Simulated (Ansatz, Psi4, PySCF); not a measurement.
CH₉GeNO₃Si (SMILES C[N]([GeH3])[Si](O)(O)O), singlet, geometry from GFN2-xTB, atoms displaced at random by about 0.08 Å a coordinate. Base run: PySCF with HF/STO-3G, gradient.

Here is a job for PySCF.
```python
from pyscf import gto, scf

mol = gto.M(
    atom='''
Si   -1.193374   -0.019753    0.024776
O    -0.715995    1.358664   -0.672155
O    -2.057128    0.339443    1.296191
O    -2.243166   -0.670933   -0.894804
N     0.222391   -0.523412    0.314455
C     0.276700   -2.072093    0.914103
Ge    1.671447    0.279166   -0.268243
H    -1.251677    2.087735   -1.233127
H    -1.739278    0.879185    2.136603
H    -2.950289   -1.365014   -0.572685
H    -0.158303   -2.066329    1.722381
H     1.160770   -2.294124    0.954286
H    -0.104758   -2.709744    0.002679
H     2.926426   -0.626296    0.216210
H     1.635384    0.508408   -1.655583
H     1.870078    1.637591    0.532704
''',
    basis='sto-3g',
    charge=0,
    spin=0,
    verbose=3,
)

mf = scf.RHF(mol)
mf.kernel()
g = mf.nuc_grad_method()
grad = g.kernel()
```

Programs used: Ansatz (a program for electronic structure), Psi4, PySCF; a row that names a program was run with it.

The coordinate followed is y of atom 14.

Variants of this job, named by their change:

| change | dE/dx (Eh/bohr) | net force (Eh/bohr) |
|---|---|---|
| base | -0.030897 | 0.000000 |
| density fitting = on | -0.030890 | 0.000000 |
| finite difference step (bohr) = 1e-5; conv_tol = 1e-11 | -0.030897 | - |
| finite difference step (bohr) = 0.01; conv_tol = 1e-11 | -0.030897 | - |
| finite difference step (bohr) = 1e-4; conv_tol = 1e-11 | -0.030897 | - |
| conv_tol = 1e-11 | -0.030897 | 0.000000 |
| finite difference step (bohr) = 0.2; conv_tol = 1e-11 | -0.030799 | - |
| conv_tol = 1e-6 | -0.030898 | 0.000000 |
| code = psi4 | -0.030890 | 0.000000 |
| code = ansatz | -0.030896 | 0.000000 |
| finite difference step (bohr) = 0.05; conv_tol = 1e-11 | -0.030891 | - |
| density fitting = on; auxbasis_response = off | -0.030869 | 0.002809 |

The net force is zero for an exact gradient.
